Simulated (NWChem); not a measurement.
System: C3H5F; SMILES C(/C)=C/F

NWChem input:

```
start job
memory heap 200 mb stack 900 mb global 1100 mb
geometry units angstroms
  C      0.551505     1.484022     0.000000
  C     -0.651118     0.591119     0.000000
  C     -0.616208    -0.750182     0.000000
  F      0.538386    -1.447688     0.000000
  H      1.488401     0.895530     0.000000
  H      0.560069     2.149442     0.889689
  H      0.560069     2.149442    -0.889689
  H     -1.654755     1.046790     0.000000
  H     -1.502902    -1.405544     0.000000
end
basis spherical
  C library 6-31g*
  F library 6-31g*
  H library 6-31g*
end
dft
  xc b3lyp
  iterations 150
end
driver
  maxiter 120
end
task dft optimize
task dft freq
```

The level has its own optimisation; frequencies are unscaled. Brackets give each atom's bonded neighbours.

Question: Give the results of this calculation. (B3LYP/6-31G* (spherical d).) Quantities: r C–C [C(CCH)–C(CHHH)] (Å); r C–C [C(CCH)–C(CFH)] (Å); r C–H [C(CCH)–H(C)] (Å); r C–F (Å); highest harmonic frequency (cm⁻¹); lowest (cm⁻¹); zero-point energy (kcal/mol); dipole (D).

Answer: 
```yaml
r C–C [C(CCH)–C(CHHH)] (Å): 1.501
r C–C [C(CCH)–C(CFH)] (Å): 1.328
r C–H [C(CCH)–H(C)] (Å): 1.088
r C–F (Å): 1.353
highest harmonic frequency (cm⁻¹): 3227
lowest (cm⁻¹): 151
zero-point energy (kcal/mol): 45.8
dipole (D): 1.29
```
